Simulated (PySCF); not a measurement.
InO, SMILES [In]=[O], multiplicity 2.

Geometry: PBE0-D3(BJ)/def2-TZVP. The def2 effective core potentials stand for the cores of In; spin–orbit coupling is left out.

These are PySCF with C-PCM-B3LYP/def2-TZVPD values and carry that method's errors.

The values are the electrostatic part of the solvation free energy, E(continuum) − E(gas) at the gas-phase geometry, in a cavity of scaled van der Waals radii (PySCF's table); cavitation and dispersion terms are not included. A continuum can't describe solvent molecules that bind to the metal. The dipole moment in vacuum is 4.25 D.

Computed values in water (ε = 78.36), 2-propanol (ε = 19.26), tetrahydrofuran (ε = 7.43):
| solvent | ε | ΔG(elec) (kcal/mol) | dipole (D) |
|---|---|---|---|
| water | 78.36 | -13.1 | 6.81 |
| 2-propanol | 19.26 | -12.4 | 6.66 |
| tetrahydrofuran | 7.43 | -10.9 | 6.35 |
